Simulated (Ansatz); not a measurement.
Cartesian coordinates in Å:
```
O -0.980 1.027 -1.075
C -0.806 -0.094 -0.318
F -1.125 -1.128 -1.119
F -1.717 -0.099 0.706
Ge 1.035 -0.348 0.447
H -0.819 1.802 -0.527
H 2.010 -0.545 -0.718
H 1.029 -1.555 1.388
H 1.373 0.940 1.215
```

Total charge 0; spin multiplicity 1.

List the ωB97M-V/def2-TZVPP orbital energies in eV (the Gaussian-basis code of Ansatz). (Estimate.)

The calculation gave: Occupied: -10866.93, -1362.80, -1210.52, -1210.52, -1210.51, -678.13, -677.97, -527.29, -287.22, -174.57, -123.82, -123.81, -123.80, -38.28, -36.64, -36.62, -36.61, -36.56, -36.55, -36.44, -32.77, -22.18, -19.82, -18.94, -18.25, -16.76, -15.53, -14.95, -14.59, -14.15, -12.97, -12.38, -12.26, -10.82. Lowest empty: 1.84, 2.68, 2.88, 2.99, 3.40, 5.30, 5.59, 6.39.
